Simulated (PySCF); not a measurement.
# Orbital picture of RhS

B2PLYP at R = 2.049 Å; PySCF, scalar-relativistic core potentials, basis sets Rh def2-TZVPP with ECP28, S def2-TZVPP. State: ⁴Σ⁻ (quartet), unpaired electrons σ ↑, π ↑↑. Only the outer orbitals are listed, counted within each symmetry, core potentials removing the inner ones.

```tsv
spin	orbital	occ.	ε (eV)	on Rh (%)	main shells (%)
α	7σ	1	-11.73	62	61 Rh d, 32 S p
α	3π	1	-11.35	75	75 Rh d, 24 S p
α	3π	1	-11.35	75	75 Rh d, 24 S p
α	1δ	1	-9.11	100	100 Rh d
α	1δ	1	-9.11	100	100 Rh d
α	4π	1	-7.74	27	73 S p, 23 Rh d
α	4π	1	-7.74	27	73 S p, 23 Rh d
α	8σ	1	-7.46	51	49 S p, 27 Rh s, 24 Rh d
α	9σ	0	-1.50	89	60 Rh s, 25 Rh p, 11 S p
α	5π	0	0.82	100	99 Rh p
α	5π	0	0.82	100	99 Rh p
β	6σ	1	-19.46	10	89 S s
β	7σ	1	-9.60	31	62 S p, 27 Rh d
β	3π	1	-8.26	51	49 Rh d, 47 S p
β	3π	1	-8.26	51	49 Rh d, 47 S p
β	1δ	1	-7.89	100	100 Rh d
β	1δ	1	-7.89	100	100 Rh d
β	8σ	0	-1.84	92	62 Rh s, 27 Rh d
β	4π	0	-1.42	58	44 Rh d, 42 S p, 14 Rh p
β	4π	0	-1.42	58	44 Rh d, 42 S p, 14 Rh p
```

Task: Which are the highest filled and the lowest empty level, where do they sit, and how wide is the gap?

Result: Highest filled α 8σ at -7.46 eV (in %: 49 S p, 27 Rh s, 24 Rh d); lowest empty β 8σ at -1.84 eV (in %: 62 Rh s, 27 Rh d); the gap at B2PLYP is 5.62 eV.

| Property | Result |
| --- | --- |
| bond order (Mayer) | 2.12 |
| ⟨S²⟩ | 3.774 |
| charge on Rh (Mulliken, basis-dependent) | 0.36 |
| charge on Rh (Löwdin, basis-dependent) | -0.13 |
| dipole moment (positive dipole means Rh(−)S(+)) | -4.13 D |

Correlated steps freeze 5 core orbitals. Spin–orbit coupling is left out. B2PLYP dipoles, levels and charges come from its SCF part alone. The state is the lowest single determinant that the PBE0 search found; with open d or f shells the true ground state can be another one.
